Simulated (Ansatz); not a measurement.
Ansatz (an electronic-structure program) input for VOF, SMILES [O]=[V][F] (connectivity only; charge and spin as stated), neutral, multiplicity 3, CAM-B3LYP/def2-TZVPD. Geometry: B3LYP-D3(BJ)/def2-TZVP. The multiplicity is an assumed one; other spin states were not compared.

Ansatz 0.2 input:
```yaml
crystal:
  periodic: [false, false, false]
  atoms:
    - {symbol: V, position_ang: [0.21627136, 0.09782235, 0.00000000]}
    - {symbol: O, position_ang: [-0.33648502, 1.59423448, 0.00000000]}
    - {symbol: F, position_ang: [-0.25359568, -1.66708776, 0.00000000]}
basis:
  gaussian:
    orbitals: def2-TZVPD
hamiltonian:
  xc: {name: CAM-B3LYP}
magnetization: {spin_polarized: true, initial_magnetization: 2}
```

It prints:

```
WARN ansatz: RAYON_NUM_THREADS=1 ignored (pool sized by the plan → 1); use --threads N
Functional definition: CAM-B3LYP
integrals: 0.06 GiB planned
873 factors; their error is unknown
integrals: 0.09 GiB planned
217 factors; integrals over basis functions are off by at most 3.5e-5 eV
mean field: 0.70 GiB planned
mean field evaluation 1: about -30443.1139 eV, gradient 5.8e1 eV
mean field evaluation 2: about -30210.8521 eV, gradient 2.7e2 eV
mean field evaluation 4: about -30453.9525 eV, gradient 1.3e1 eV
mean field evaluation 8: about -30454.5587 eV, gradient 1.3e0 eV
mean field evaluation 16: about -30455.0733 eV, gradient 7.0e-2 eV
mean field evaluation 32: about -30455.0459 eV, gradient 2.8e0 eV
mean field -30455.07334082 eV, -1119.2033020849 hartree, gradient 1.4e-5 eV, S^2 2.032838; 6 other end points of the search recorded, 0 dependent functions left out
reference -30455.07345207 eV, -1119.2033061734 hartree; 21, 19 occupied and 107, 109 virtual orbitals, 873 factors
Total energy: -30455.07345207 eV, -1119.2033061734 hartree
```

Self-consistency was reached.
